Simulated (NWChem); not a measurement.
System: C₄H₄Si; SMILES C#C[SiH2]C#C

NWChem input:

```
start job
memory heap 200 mb stack 900 mb global 1100 mb
geometry units angstroms noautosym nocenter noautoz
  Si     0.000000     0.000000    -0.839961
  C      1.502225     0.000000     0.199139
  C      2.507438     0.000000     0.879808
  C     -1.502225     0.000000     0.199139
  C     -2.507438     0.000000     0.879808
  H      0.000000    -1.209583    -1.699046
  H      0.000000     1.209583    -1.699046
  H      3.390671     0.000000     1.480006
  H     -3.390671     0.000000     1.480006
end
basis spherical
  * library 6-31g*
end
dft
  xc b3lyp
  iterations 150
end
property
  shielding 5 1 2 3 6 8
end
task dft property
```

NWChem printed, in part:

```
             Northwest Computational Chemistry Package (NWChem) 7.3.0
             --------------------------------------------------------

                             Geometry "geometry" -> ""
                             -------------------------

 Output coordinates in angstroms (scale by  1.889725989 to convert to a.u.)

  No.       Tag          Charge          X              Y              Z
 ---- ---------------- ---------- -------------- -------------- --------------
    1 Si                  14.0000     0.00000000     0.00000000    -0.83996100
    2 C                    6.0000     1.50222500     0.00000000     0.19913900
    3 C                    6.0000     2.50743800     0.00000000     0.87980800
    4 C                    6.0000    -1.50222500     0.00000000     0.19913900
    5 C                    6.0000    -2.50743800     0.00000000     0.87980800
    6 H                    1.0000     0.00000000    -1.20958300    -1.69904600
    7 H                    1.0000     0.00000000     1.20958300    -1.69904600
    8 H                    1.0000     3.39067100     0.00000000     1.48000600
    9 H                    1.0000    -3.39067100     0.00000000     1.48000600

 Effective nuclear repulsion energy (a.u.)     162.2295433242

                              NWChem Property Module
                              ----------------------

  itol2e modified to match energy
  convergence criterion.

                                 NWChem DFT Module
                                 -----------------

 Summary of "ao basis" -> "ao basis" (spherical)
 ------------------------------------------------------------------------------
       Tag                 Description            Shells   Functions and Types
 ---------------- ------------------------------  ------  ---------------------
 Si                          6-31g*                  8       18   4s3p1d
 C                           6-31g*                  6       14   3s2p1d
 H                           6-31g*                  2        2   2s

  itol2e modified to match energy
  convergence criterion.

            General Information
            -------------------
          SCF calculation type: DFT
          Wavefunction type:  closed shell.
          No. of atoms     :     9
          No. of electrons :    42
           Alpha electrons :    21
            Beta electrons :    21
          Charge           :     0
          Spin multiplicity:     1
          Use of symmetry is: off; symmetry adaption is: off
          Maximum number of iterations: 150
          AO basis - number of functions:    82
                     number of shells:    40
          Convergence on energy requested:  1.00D-07
          Convergence on density requested:  1.00D-05
          Convergence on gradient requested:  5.00D-04

              XC Information
              --------------
                         B3LYP Method XC Potential
                     Hartree-Fock (Exact) Exchange  0.200
                        Slater Exchange Functional  0.800 local
                    Becke 1988 Exchange Functional  0.720 non-local
              Lee-Yang-Parr Correlation Functional  0.810
                  VWN I RPA Correlation Functional  0.190 local

             Grid Information
             ----------------
          Grid used for XC integration:  fine
          Radial quadrature: Mura-Knowles
          Angular quadrature: Lebedev.
          Tag              B.-S. Rad. Rad. Pts. Rad. Cut. Ang. Pts.
          ---              ---------- --------- --------- ---------
          Si                  1.10      123          11.0       770
          C                   0.70       70          13.0       590
          H                   0.35       60          13.0       590
          Grid pruning is: on
          Number of quadrature shells:   643
          Spatial weights used:  Erf1

      Superposition of Atomic Density Guess
      -------------------------------------

 Sum of atomic energies:        -441.45125427

      Non-variational initial energy
      ------------------------------

 Total energy =    -443.662616
 1-e energy   =    -926.106673
 2-e energy   =     320.214514
 HOMO         =      -0.328715
 LUMO         =       0.013209

   convergence    iter        energy       DeltaE   RMS-Dens  Diis-err
 ---------------- ----- ----------------- --------- --------- ---------
 d= 0,ls=0.0,diis     1   -444.1314759338 -6.06D+02  1.09D-02  4.39D-01
 d= 0,ls=0.0,diis     2   -444.1735053190 -4.20D-02  5.48D-03  1.24D-01
 d= 0,ls=0.0,diis     3   -444.1658997069  7.61D-03  3.04D-03  1.88D-01
 d= 0,ls=0.0,diis     4   -444.1889841005 -2.31D-02  8.42D-04  8.58D-03
 d= 0,ls=0.0,diis     5   -444.1902194766 -1.24D-03  1.43D-04  1.81D-04
  Resetting Diis
 d= 0,ls=0.0,diis     6   -444.1902470310 -2.76D-05  3.32D-05  4.94D-06
 d= 0,ls=0.0,diis     7   -444.1902478499 -8.19D-07  8.70D-06  1.25D-07
 d= 0,ls=0.0,diis     8   -444.1902477915  5.83D-08  5.39D-06  5.63D-07

         Total DFT energy =     -444.190247791527
      One electron energy =     -930.055650939217
           Coulomb energy =      367.665679729987
    Exchange-Corr. energy =      -44.029819906465
 Nuclear repulsion energy =      162.229543324167

 Numeric. integr. density =       42.000000388607

                       DFT Final Molecular Orbital Analysis
                       ------------------------------------

 Vector   19  Occ=2.000000D+00  E=-2.875481D-01
              MO Center=  5.1D-08,  1.5D-10,  5.3D-01, r^2= 5.3D+00
   Bfn.  Coefficient  Atom+Function         Bfn.  Coefficient  Atom+Function
  ----- ------------  ---------------      ----- ------------  ---------------
    36      0.295996  3 C  py                64     -0.295996  5 C  py
    22      0.293136  2 C  py                50     -0.293136  4 C  py
    26      0.182698  2 C  py                54     -0.182698  4 C  py
    40      0.179517  3 C  py                68     -0.179517  5 C  py
    14      0.042008  1 Si d -2

 Vector   20  Occ=2.000000D+00  E=-2.819221D-01
              MO Center= -6.8D-08, -3.4D-10,  5.5D-01, r^2= 5.3D+00
   Bfn.  Coefficient  Atom+Function         Bfn.  Coefficient  Atom+Function
  ----- ------------  ---------------      ----- ------------  ---------------
    37      0.259623  3 C  pz                65     -0.259623  5 C  pz
    23      0.212838  2 C  pz                51     -0.212838  4 C  pz
    21     -0.204781  2 C  px                49     -0.204781  4 C  px
    41      0.160050  3 C  pz                69     -0.160050  5 C  pz
    35     -0.153959  3 C  px                63     -0.153959  5 C  px

 Vector   21  Occ=2.000000D+00  E=-2.806250D-01
              MO Center= -5.2D-08, -8.8D-10,  1.9D-01, r^2= 5.6D+00
   Bfn.  Coefficient  Atom+Function         Bfn.  Coefficient  Atom+Function
  ----- ------------  ---------------      ----- ------------  ---------------
    36      0.279882  3 C  py                64      0.279882  5 C  py
    22      0.265235  2 C  py                50      0.265235  4 C  py
    76      0.212533  6 H  s                 78     -0.212533  7 H  s
    40      0.180219  3 C  py                68      0.180219  5 C  py
    26      0.138320  2 C  py                54      0.138320  4 C  py

 Vector   22  Occ=0.000000D+00  E=-7.797439D-03
              MO Center=  2.4D-08,  3.0D-10,  2.3D-01, r^2= 5.7D+00
   Bfn.  Coefficient  Atom+Function         Bfn.  Coefficient  Atom+Function
  ----- ------------  ---------------      ----- ------------  ---------------
    13      0.416023  1 Si pz                27      0.316671  2 C  pz
    55      0.316671  4 C  pz                41     -0.299125  3 C  pz
    69     -0.299125  5 C  pz                76      0.268431  6 H  s
    78      0.268431  7 H  s                 39      0.262521  3 C  px
    67     -0.262521  5 C  px                37     -0.248912  3 C  pz

 Vector   23  Occ=0.000000D+00  E=-5.268796D-03
              MO Center=  5.4D-09,  1.1D-09,  1.3D-01, r^2= 5.6D+00
   Bfn.  Coefficient  Atom+Function         Bfn.  Coefficient  Atom+Function
  ----- ------------  ---------------      ----- ------------  ---------------
    76      0.483994  6 H  s                 78     -0.483994  7 H  s
    12      0.475624  1 Si py                40     -0.373629  3 C  py
    68     -0.373629  5 C  py                36     -0.278740  3 C  py
    64     -0.278740  5 C  py                 8      0.270506  1 Si py
    26      0.254775  2 C  py                54      0.254775  4 C  py

 Vector   24  Occ=0.000000D+00  E= 1.260146D-02
              MO Center= -2.2D-08, -5.6D-11, -3.0D-01, r^2= 5.7D+00
   Bfn.  Coefficient  Atom+Function         Bfn.  Coefficient  Atom+Function
  ----- ------------  ---------------      ----- ------------  ---------------
    11      0.844645  1 Si px                24     -0.452889  2 C  s
    52      0.452889  4 C  s                 25      0.323586  2 C  px
    53      0.323586  4 C  px                41      0.312837  3 C  pz
    69     -0.312837  5 C  pz                 7      0.270787  1 Si px
    21      0.182472  2 C  px                37      0.183203  3 C  pz

     Multipole analysis of the density
     ---------------------------------

     L   x y z        total         alpha         beta         nuclear
     -   - - -        -----         -----         ----         -------
     0   0 0 0     -0.000000    -21.000000    -21.000000     42.000000

     1   1 0 0      0.000000      0.000000      0.000000     -0.000000
     1   0 1 0      0.000000      0.000000      0.000000      0.000000
     1   0 0 1      0.277195     -0.569889     -0.569889      1.416973

     2   2 0 0    -20.293096   -234.267263   -234.267263    448.241431
     2   1 1 0      0.000000      0.000000      0.000000      0.000000
     2   1 0 1      0.000000      0.000000      0.000000      0.000000
     2   0 2 0    -28.414697    -19.432141    -19.432141     10.449584
     2   0 1 1      0.000000      0.000000      0.000000      0.000000
     2   0 0 2    -25.389742    -65.897398    -65.897398    106.405055

          -----------------------------------------
          Chemical Shielding Tensors (GIAO, in ppm)
          -----------------------------------------

                                NWChem CPHF Module
                                ------------------

  scftype          =     RHF
  nclosed          =       21
  nopen            =        0
  variables        =     1281
  # of vectors     =        3
  tolerance        = 0.10D-03
  level shift      = 0.00D+00
  max iterations   =       50
  max subspace     =       30

 SCF residual:    1.9114801661100416E-004

Iterative solution of linear equations
  No. of variables     1281
  No. of equations        3
  Maximum subspace       30
        Iterations       50
       Convergence  1.0D-04

   iter   nsub   residual    time
   ----  ------  --------  ---------
     1      3    3.79D-01      38.9
     2      6    2.13D-02      41.2
     3      9    1.26D-03      43.6
     4     12    1.44D-04      46.1
     5     15    5.50D-06      48.6

      Atom:    1  Si
        Diamagnetic
    888.9604      0.0000      0.0000
      0.0000    887.6823      0.0000
      0.0000      0.0000    888.9831

        Paramagnetic
   -401.7791      0.0000      0.0000
      0.0000   -409.8088      0.0000
      0.0000      0.0000   -397.1538

        Total Shielding Tensor
    487.1813      0.0000      0.0000
      0.0000    477.8735      0.0000
      0.0000      0.0000    491.8293

           isotropic =     485.6281
          anisotropy =       9.3019

          Principal Components and Axis System
                 1           2           3
              491.8293    487.1813    477.8735

      1         0.0000      1.0000     -0.0000
      2         0.0000      0.0000      1.0000
      3         1.0000     -0.0000     -0.0000

      Atom:    2  C
        Diamagnetic
    272.1300     -0.0000     22.9933
     -0.0000    237.7773     -0.0000
     22.9933     -0.0000    254.3718

        Paramagnetic
    -62.1139      0.0000     92.1778
      0.0000   -201.2229      0.0000
     92.1778      0.0000   -136.3167

        Total Shielding Tensor
    210.0161      0.0000    115.1711
      0.0000     36.5544      0.0000
    115.1711      0.0000    118.0551

           isotropic =     121.5418
          anisotropy =     249.7563

          Principal Components and Axis System
                 1           2           3
              288.0460     40.0251     36.5544

      1         0.8279     -0.5609      0.0000
      2         0.0000      0.0000      1.0000
      3         0.5609      0.8279     -0.0000

      Atom:    3  C
        Diamagnetic
    275.4522     -0.0000      8.7173
     -0.0000    262.6859     -0.0000
      8.7173     -0.0000    269.2158

        Paramagnetic
    -94.7026      0.0000     94.6524
      0.0000   -235.7305      0.0000
     94.6524      0.0000   -174.8089

        Total Shielding Tensor
    180.7496     -0.0000    103.3697
     -0.0000     26.9554     -0.0000
    103.3697     -0.0000     94.4069

           isotropic =     100.7040
          anisotropy =     223.3453

          Principal Components and Axis System
                 1           2           3
              249.6009     26.9554     25.5556

      1         0.8323      0.0000     -0.5544
      2        -0.0000      1.0000      0.0000
      3         0.5544     -0.0000      0.8323

      Atom:    4  H
        Diamagnetic
     26.0955     -0.0000      0.0000
     -0.0000     34.3673      7.5271
      0.0000      7.5271     31.0390

        Paramagnetic
      0.1200      0.0000     -0.0000
      0.0000     -5.9843     -3.5090
     -0.0000     -3.5090     -2.7569

        Total Shielding Tensor
     26.2155      0.0000      0.0000
      0.0000     28.3830      4.0181
      0.0000      4.0181     28.2821

           isotropic =      27.6269
          anisotropy =       7.0861

          Principal Components and Axis System
                 1           2           3
               32.3509     26.2155     24.3142

      1         0.0000      1.0000     -0.0000
      2         0.7115     -0.0000     -0.7027
      3         0.7027      0.0000      0.7115

      Atom:    5  H
        Diamagnetic
     35.9541     -0.0000      8.1273
     -0.0000     23.7961     -0.0000
      8.1273     -0.0000     29.4717

        Paramagnetic
     -0.9494      0.0000     -2.1698
      0.0000      1.9562      0.0000
     -2.1698      0.0000      0.1540

        Total Shielding Tensor
     35.0046      0.0000      5.9576
      0.0000     25.7523     -0.0000
      5.9576     -0.0000     29.6256

           isotropic =      30.1275
          anisotropy =      13.0862

          Principal Components and Axis System
                 1           2           3
               38.8516     25.7786     25.7523

      1         0.8401     -0.5425     -0.0000
      2        -0.0000     -0.0000      1.0000
      3         0.5425      0.8401      0.0000
```

Level: B3LYP/6-31G* (spherical d), GIAO. Geometry: optimised at B3LYP/6-31G* (spherical d). The output numbers the shielded atoms by their place in the input's list. The printed shielding anisotropy is the first printed principal value minus the mean of the other two.
